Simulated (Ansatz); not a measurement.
Ansatz (an electronic-structure program) input (CAM-B3LYP/def2-TZVPD):

Ansatz 0.2 input:
```yaml
crystal:
  periodic: [false, false, false]
  atoms:
    - {symbol: Al, position_ang: [0.16058900, -0.13388543, 0.12686886]}
    - {symbol: C, position_ang: [1.81456051, -0.03616531, -0.84181887]}
    - {symbol: H, position_ang: [2.59234160, -0.61296388, -0.33775750]}
    - {symbol: H, position_ang: [2.17174867, 0.99389077, -0.92711551]}
    - {symbol: H, position_ang: [1.71289995, -0.43551091, -1.85476638]}
    - {symbol: C, position_ang: [-0.79727111, -0.81196395, 1.64549996]}
    - {symbol: H, position_ang: [-1.64511756, -1.43295094, 1.34316572]}
    - {symbol: H, position_ang: [-1.18626884, -0.00354927, 2.27081659]}
    - {symbol: H, position_ang: [-0.14621873, -1.42640506, 2.27024856]}
    - {symbol: O, position_ang: [-1.09573565, 0.91353108, -0.86565535]}
    - {symbol: H, position_ang: [-0.90078373, 1.38609555, -1.69025210]}
    - {symbol: H, position_ang: [-2.02410954, 1.05243137, -0.62047814]}
basis:
  gaussian:
    orbitals: def2-TZVPD
hamiltonian:
  xc: {name: CAM-B3LYP}
total_charge: 1
output: {forces: true}
```

Output:

```
Functional definition: CAM-B3LYP
integrals: 0.18 GiB planned
1213 factors; their error is unknown
integrals: 0.22 GiB planned
578 factors; integrals over basis functions are off by at most 9.4e-6 eV
mean field: 1.73 GiB planned
mean field evaluation 1: about -10825.1559 eV, gradient 9.9e1 eV
mean field evaluation 2: about -10824.5506 eV, gradient 9.9e1 eV
mean field evaluation 4: about -10843.2920 eV, gradient 3.8e0 eV
mean field evaluation 8: about -10843.3188 eV, gradient 7.1e-2 eV
mean field evaluation 16: about -10843.3104 eV, gradient 5.0e-5 eV
mean field -10843.31037243 eV, -398.4843063271 hartree, gradient 5.0e-5 eV, S^2 0.000000; 0 other end points of the search recorded, 0 dependent functions left out
the calculation of the forces begins
reference -10843.31051654 eV, -398.4843116229 hartree; 20, 20 occupied and 209, 209 virtual orbitals, 1213 factors
Total energy: -10843.31051654 eV, -398.4843116229 hartree
Atom 0 at     0.160589    -0.133885     0.126869 Å, force    -0.033959     0.028312    -0.026828 eV/Å
Atom 1 at     1.814561    -0.036165    -0.841819 Å, force    -0.100612    -0.002274     0.053270 eV/Å
Atom 2 at     2.592342    -0.612964    -0.337757 Å, force    -0.023911     0.021203    -0.020844 eV/Å
Atom 3 at     2.171749     0.993891    -0.927116 Å, force    -0.007686    -0.039345     0.001518 eV/Å
Atom 4 at     1.712900    -0.435511    -1.854766 Å, force     0.009511     0.014226     0.036284 eV/Å
Atom 5 at    -0.797271    -0.811964     1.645500 Å, force     0.051775     0.042990    -0.091852 eV/Å
Atom 6 at    -1.645118    -1.432951     1.343166 Å, force     0.030379     0.020425     0.016411 eV/Å
Atom 7 at    -1.186269    -0.003549     2.270817 Å, force     0.013183    -0.033146    -0.018356 eV/Å
Atom 8 at    -0.146219    -1.426405     2.270249 Å, force    -0.026154     0.020537    -0.018708 eV/Å
Atom 9 at    -1.095736     0.913531    -0.865655 Å, force     0.069227    -0.057715     0.054690 eV/Å
Atom 10 at    -0.900784     1.386096    -1.690252 Å, force    -0.000775    -0.010546     0.016634 eV/Å
Atom 11 at    -2.024110     1.052431    -0.620478 Å, force     0.019021    -0.004666    -0.002219 eV/Å
Dipole moment:    -0.537628     0.448229    -0.424738 e Å
```

It need not be the lowest isomer of its formula.
